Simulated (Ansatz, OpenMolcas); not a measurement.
# BSiH4O2F (SMILES OB(F)O[SiH3]): the vertical ionisation energy, rung by rung

The species is BSiH4O2F (9 atoms), meant as a singlet with charge 0. SMILES: `OB(F)O[SiH3]`. The coordinates come from a PBE0-D4/def2-TZVP relaxation. This is one conformer, not always the lowest.

Quantity: the vertical ionisation energy (to the doublet cation), in eV. The values are calculated.

```
                                                       level                    kind     program  value (eV)  less CCSD(T)/6-31G*  CPU time (all runs)
                          SVWN5/6-31G* (spherical functions)                     LDA  OpenMolcas       10.83                -0.65              4.4 min
                           BLYP/6-31G* (spherical functions)                     GGA  OpenMolcas       10.58                -0.90              2.7 min
                            PBE/6-31G* (spherical functions)                     GGA  OpenMolcas       10.72                -0.76              2.8 min
                          M06-L/6-31G* (spherical functions)                meta-GGA  OpenMolcas       11.37                -0.11              4.8 min
                        r2SCAN0/6-31G* (spherical functions)         hybrid meta-GGA      Ansatz       11.48                 0.00                 32 s
                        wB97M-V/6-31G* (spherical functions)  range-separated hybrid      Ansatz       11.55                +0.07                2 min
                       RPA@PBE0/6-31G* (spherical functions)                     RPA      Ansatz       11.21                -0.27                 26 s
CCSD(T)/6-31G* (spherical functions), open shells restricted   coupled cluster or CI  OpenMolcas       11.48                 0.00              3.7 min
```

Differences are taken from CCSD(T)/6-31G* (spherical functions), open shells restricted for orientation; it has basis-set and higher-order errors of its own. The values span 10.58 to 11.55 eV. CPU times are rough (shared hosts, several kinds of processor and program).
